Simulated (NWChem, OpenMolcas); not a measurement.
## How basis sets differ on CH6NPSi (SMILES C1NP[SiH2]1)

CH6NPSi: 10 atoms, total charge 0, spin state singlet. As SMILES, `C1NP[SiH2]1`. The shape is that of a PBE0-D4/def2-TZVP optimisation.

```xyz
10

C    -0.5189    0.7537   -0.2803
N     0.3887    0.8672    0.8652
P     0.9739   -0.7160    1.2759
Si    0.3823   -0.7973   -0.9074
H    -0.5259    1.6473   -0.9107
H    -1.5542    0.5124    0.0036
H     0.1265    1.5005    1.6091
H    -0.2531   -1.3936    1.6315
H     1.4931   -0.4999   -1.8481
H    -0.4292   -1.9255   -1.4358
```

Quantity: the dipole moment, in D. The values are calculated.

```
                                        level          kind     program  value (D)  CPU time
                         HF/ANO-RCC-MB (DKH2)  Hartree–Fock  OpenMolcas       2.01     5.5 s
                                    HF/STO-3G  Hartree–Fock      NWChem       1.29     3.3 s
                                     HF/3-21G  Hartree–Fock      NWChem       2.22     3.5 s
HF/6-31G* (RICD fitting, Cartesian functions)  Hartree–Fock  OpenMolcas       1.89     3.6 s
                                  HF/def2-SVP  Hartree–Fock  OpenMolcas       1.76      18 s
```

The values span 1.29 to 2.22 D. Magnitudes only. Sets without polarisation functions give poor dipoles. Times are those of the runs behind each value, whatever else they computed, on shared processors of several kinds: orders of magnitude only.
